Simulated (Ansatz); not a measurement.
Isolated molecules relaxed with PBE0-D4/def2-TZVP in Ansatz; ΔE leaves out vibrations. CBS: MP2 limit from def2 TZ/QZ plus the TZ coupled-cluster correction, frozen cores. DFT in def2-TZVPP. B3LYP here is the variant with VWN-RPA as its local correlation; programs differ in this. Elements past krypton have def2 core potentials. For Br, I outer-core shells are correlated without core-valence functions, which leaves a few kJ/mol of doubt a bond. Scalar relativity is left out up to krypton. One conformer a species, not always the lowest.

`FCC(F)Br` + HI → `FCC(F)I` + HBr  (substitution at a C–Br bond)

`FCC(F)Br`:

Cartesian coordinates in Å:
```
F 0.899 -0.155 1.525
C 0.485 -0.573 0.290
C -0.551 0.382 -0.254
F -1.045 -0.140 -1.405
Br 0.215 2.126 -0.608
H 0.021 -1.561 0.388
H 1.343 -0.631 -0.384
H -1.367 0.552 0.448
```

HI:

```xyz
2

I    -0.407   -0.671    0.181
H     0.407    0.671   -0.181
```

`FCC(F)I`:

Cartesian coordinates in Å:
```
F 1.184 0.601 1.306
C 0.759 -0.139 0.225
C -0.661 0.238 -0.094
F -1.493 -0.128 0.910
I -1.232 -0.757 -1.916
H 1.404 0.080 -0.628
H 0.819 -1.200 0.480
H -0.781 1.305 -0.283
```

HBr:

Z-matrix (Å, degrees):
```
Br
H 1 1.420
```

```csv
level,ΔE (kJ/mol),difference from CCSD(T)/CBS
PBE0-D4,-8.1,4.5
B3LYP-D4,-8.9,3.7
ωB97M-V,-6.3,6.3
B2PLYP,-8.0,4.6
PBE,-9.6,3.0
r2SCAN,-8.8,3.8
PBE0,-7.1,5.5
B3LYP,-6.9,5.7
HF/def2-TZVPP,0.6,13.2
SCS-MP2/def2-TZVPP,-8.8,3.8
CCSD(T)/def2-TZVPP,-7.3,5.3
HF/def2-QZVPP,-0.3,12.3
MP2/def2-QZVPP,-14.2,-1.6
SCS-MP2/def2-QZVPP,-11.8,0.8
MP2/CBS(def2),-16.1,-3.5
CCSD/CBS(def2),-10.6,2.0
CCSD(T)/CBS,-12.6,0
```

Largest T1 diagnostic among the species: 0.010.

In def2-TZVPP, CCSD(T) changes the Hartree–Fock value by −8.0 kJ/mol (the triples alone add −1.9 kJ/mol) and MP2 by −11.5 kJ/mol.
